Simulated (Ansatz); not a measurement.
`B1C[AsH]1`, relaxed with RKS PBE-D4/def2-SVP in Ansatz 0.2.0 from a rough embedded geometry. The force threshold is 0.03 eV/Å; the program also tests the step.

Total charge 0; spin multiplicity 1.

Start:

```xyz
7

B    -0.343    0.922    0.262
C    -0.343   -0.442   -0.477
As    0.456   -0.757    1.172
H    -0.659    2.032    0.295
H     0.350   -0.457   -1.328
H    -1.358   -0.917   -0.599
H     1.897   -0.381    0.675
```

**Question.** How much energy does the relaxation release, and in how many steps? (Best estimate.)

**Answer.** Computed: 50.92 kJ/mol, in 8 steps.

**Question.** Which bonds change most? (Estimate.)

**Answer.** Computed: C2–As3 from 1.859 to 2.087 Å; B1–As3 from 2.070 to 2.014 Å; B1–H4 from 1.155 to 1.207 Å; B1–C2 from 1.551 to 1.514 Å.

**Question.** Give the relaxed structure. (Estimate.)

**Answer.** The calculation gave: 
```xyz
7

B    -0.328    0.788    0.308
C    -0.420   -0.402   -0.623
As    0.479   -0.820    1.213
H    -0.308    1.995    0.329
H     0.081   -0.449   -1.608
H    -1.304   -1.064   -0.574
H     1.799   -0.049    0.954
```
